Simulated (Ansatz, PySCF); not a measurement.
The pair A = CH4 (SMILES C) (first 5 atoms), B = C2H3N (SMILES CC#N); geometry from B3LYP-D3(BJ)/def2-TZVP.
(charge 0, multiplicity 1):
```xyz
11

C     -0.0310     0.4262     0.1798
H      0.1344     0.2525    -0.8824
H      0.5139     1.3196     0.4845
H     -1.0971     0.5682     0.3565
H      0.3241    -0.4320     0.7477
C     -0.4789     0.6037     3.9393
C      0.1571    -0.6817     3.7013
N      0.6600    -1.6969     3.5074
H      0.1217     1.1986     4.6277
H     -0.5806     1.1465     2.9996
H     -1.4691     0.4587     4.3717
```

Correlated levels freeze the cores. CBS: X⁻³ extrapolation of the correlation energy, Hartree–Fock from the larger set. MP2 and its Hartree–Fock in aug-cc-pVTZ are density fitted.

Codes used: Ansatz (Gaussian basis) for Hartree–Fock, density functionals and correlated methods; PySCF for the dispersion terms. Each number belongs to the level named beside it.

The monomers are drawn apart, rigid, along the line of their centres of mass. Counterpoise-corrected interaction energies (kcal/mol):

```
level                                                     R = 4.862 Å  R = 6.046 Å
--------------------------------------------------------  -----------  -----------
PBE/def2-TZVPPD                                               -0.2477      -0.0575
PBE-D3(BJ)/def2-TZVPPD                                        -0.5126      -0.1310
wB97M-V/def2-TZVPPD                                           -0.3905      -0.1155
MP2/CBS(aug-cc-pVDZ, aug-cc-pVTZ) + ΔCCSD(T)/aug-cc-pVDZ      -0.3882      -0.1099
```

### Question
R is the distance of the centres of mass. Find the local exponent m of E ∝ R⁻ᵐ between the two points.

### Answer

m = ln(E₁/E₂)/ln(R₂/R₁): PBE/def2-TZVPPD 6.7; PBE-D3(BJ)/def2-TZVPPD 6.3; wB97M-V/def2-TZVPPD 5.6; MP2/CBS(aug-cc-pVDZ, aug-cc-pVTZ) + ΔCCSD(T)/aug-cc-pVDZ 5.8. For scale, two fixed dipoles give m = 3, dipole and quadrupole 4, quadrupoles 5, and dispersion or dipole-induced dipole 6 at long range; at these distances several terms mix, and what is left of overlap and damping shifts m, so it need not match one of them.

Ansatz is a quantum-chemistry and plane-wave program.
